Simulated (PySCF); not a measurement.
C6H7NSi.
Atom-mapped SMILES: `[CH:1]#[C:2][Si@H:3]1[CH2:4][C@H:5]([C:6]#[N:7])[CH2:8]1`

Cartesian coordinates in Å at the GFN2-xTB level; atoms count from 1:
```xyz
15
C6H7NSi angstrom
C      3.2888    1.1707   -0.4476
C      2.3685    0.5387   -0.0005
Si     0.9484   -0.4326    0.6717
C     -0.6059    0.6379    1.0058
C     -1.2916    0.0914   -0.2742
C     -2.5992   -0.4346   -0.0108
N     -3.6241   -0.8828    0.2329
C     -0.2790   -1.0111   -0.6820
H      4.0943    1.7233   -0.8391
H      1.3798   -1.3923    1.6858
H     -0.4980    1.7199    1.0018
H     -1.1581    0.3673    1.9044
H     -1.3715    0.8638   -1.0433
H      0.0301   -0.9426   -1.7225
H     -0.6870   -2.0090   -0.5270
```

NICS is the negative of the GIAO shielding at a point without a nucleus: at the ring centre (0) and 1 Å above and below it (1); zz is the component along the ring normal. Level: GIAO PBE0/pcSseg-1 (PySCF, non-relativistic, gas phase) on the GFN2-xTB geometry, one conformer.

Ring bond lengths (Å), with Mayer bond orders in brackets: Si3–C4 1.917 (0.92), C4–C5 1.551 (0.96), C5–C8 1.552 (0.96), C8–Si3 1.917 (0.92).

Question: Give the NICS values of each ring in ppm.

Answer: 
```json
{"ring": "Si3–C4–C5–C8", "type": "4-membered ring with Si; formal bonds all single", "NICS(0)": "1.3", "NICS(1), two faces": "-0.6 / -0.6", "NICS(1)zz, two faces": "6.0 / 4.6", "rms pucker (Å)": "0.05", "centre to ring atoms, mean (Å)": "1.22"}
```

Question: What do they say, and how far can they be read as aromaticity?

Answer: 
- Si3–C4–C5–C8: mean NICS(1)zz 5.3 ppm, deshielded. Si3, C4, C5, C8 have four or more neighbours, so the value isn't read as a sign of a π ring current.

Question: What is the mean of the two in-plane components of NICS at the second NICS(1) probe listed for ring Si3–C4–C5–C8, 1 Å off the ring?

Answer: The isotropic value is a third of the trace: (3 × -0.6 − (4.6))/2 = -3.2 ppm.

Question: What are the shieldings of the ring atoms and their hydrogens in the same run (means over atoms taken as equivalent)?

Answer: 
```
   atoms                   environment  σ isotropic (ppm)  principal values of the symmetric part, first atom (ppm)
     Si3                   SiH silicon              388.1                                       352.2, 403.0, 409.2
 C4 (×2)   sp3 carbon bound to silicon              163.5                                       139.4, 159.3, 191.7
      C5  sp3 carbon next to a nitrile              167.9                                       156.4, 171.4, 176.1
     H10                 Si–H hydrogen              26.54                                          22.6, 25.4, 31.6
H11 (×2)            methylene hydrogen              29.62                                          26.2, 27.3, 35.3
H12 (×2)            methylene hydrogen              29.73                                          26.0, 28.7, 34.4
     H13              methine hydrogen              28.61                                          25.1, 27.4, 33.4
```
